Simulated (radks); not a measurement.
Valence configurations of As+ (all share [Ar]). Method: Dirac Kohn-Sham, PBE, spin-unpolarised, spherical densities, point nucleus; open shells are shared between the two j in proportion to 2j + 1; computed with a radial shooting solver on a logarithmic mesh with Libxc functionals. Energies are relative to 3d10 4s2 4p2; eigenvalues in eV.

| valence | E (eV) | e(3d3/2) | e(3d5/2) | e(4p1/2) | e(4p3/2) | e(4s1/2) |
|---|---|---|---|---|---|---|
| 3d10 4s2 4p2 | 0.000 | -50.822 | -50.093 | -13.564 | -13.230 | -23.351 |
| 3d10 4s1 4p3 | 10.102 | -52.483 | -51.752 | -14.297 | -13.948 | -24.256 |
| 3d10 4s0.5 4p3.5 | 15.219 | -53.286 | -52.555 | -14.647 | -14.290 | -24.686 |
| 3d9.5 4s2 4p2.5 | 19.666 | -56.387 | -55.636 | -14.537 | -14.167 | -24.768 |
| 3d10 4p4 | 20.378 | -54.074 | -53.341 | -14.986 | -14.622 | - |
| 3d9.5 4s1.5 4p3 | 24.926 | -57.193 | -56.441 | -14.890 | -14.514 | -25.203 |
| 3d9 4s2 4p3 | 41.671 | -62.082 | -61.308 | -15.490 | -15.086 | -26.151 |
| 3d8 4s2 4p4 | 92.983 | -73.847 | -73.026 | -17.355 | -16.879 | -28.828 |
| 3d8 4s0.5 4p5.5 | 110.82 | -75.970 | -75.148 | -18.266 | -17.770 | -29.925 |

NIST lists [Ar] 3d10 4s2 4p2 as the ground configuration; this level of theory agrees among the configurations tried. The energies are those of spherical spin-averaged densities, not of single terms.
